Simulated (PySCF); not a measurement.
PySCF 2.14 output of an unrestricted TPSSh calculation on a single atom or ion in aug-cc-pCVTZ-DK (7s6p4d2f, 59 functions), with scalar relativity by spin-free X2C-1e:

```
SCF conv_tol = 1e-09
number electrons alpha = 3  beta = 1
    V. N. Staroverov, G. E. Scuseria, J. Tao, and J. P. Perdew.,  J. Chem. Phys. 119, 12129 (2003)
cycle= 1 E= -36.330872687851  delta_E= -0.00135  |g|= 0.00441  |ddm|= 0.0782
cycle= 2 E= -36.3308759709942  delta_E= -3.28e-06  |g|= 0.000257  |ddm|= 0.00458
cycle= 3 E= -36.3308759861774  delta_E= -1.52e-08  |g|= 1.62e-05  |ddm|= 0.000434
cycle= 4 E= -36.3308759862082  delta_E= -3.08e-11  |g|= 1e-06  |ddm|= 1.34e-05
converged SCF energy = -36.3308759862082  <S^2> = 2.0000062  2S+1 = 3.0000041
```

The run itself started from symmetry-adapted Hartree-Fock orbitals and held the occupation by maximum overlap, on a logarithmic radial grid, so the iterations belong to that start.

Problem. Which element, charge and spin multiplicity is this?

Solution. C²⁺ (carbon, charge +2), multiplicity 3; the state was [He] 2s1 2p1, high-spin 3P determinant (an excited configuration).
